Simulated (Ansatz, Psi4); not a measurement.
Here is a job for Ansatz (a first-principles code).
Ansatz 0.2 input:
```yaml
crystal:
  periodic: [false, false, false]
  atoms:
    - {symbol: Al, position_ang: [-0.00000000, -0.00000000, -1.15413952]}
    - {symbol: Cl, position_ang: [0.00000000, 0.00000000, 0.88257728]}
basis:
  gaussian:
    orbitals: cc-pVDZ
magnetization: {spin_polarized: false}
correlation: {method: mp2, electrons: outside_noble_gas}
accuracy: high
```

### Question
Give the equivalent Psi4 input.

### Answer
One answer among several that fit: 
```
memory 2 GB

molecule {
0 1
Al   -0.00000000   -0.00000000   -1.15413952
Cl    0.00000000    0.00000000    0.88257728
}

set {
  basis cc-pvdz
  freeze_core true
  mp2_type conv
  scf_type pk
  puream true
  d_convergence 1e-8
}

energy('mp2')
print_variables()
```

Both were run: Ansatz gave -701.657989 Eh and Psi4 -701.657989 Eh, 0.000 mEh apart.
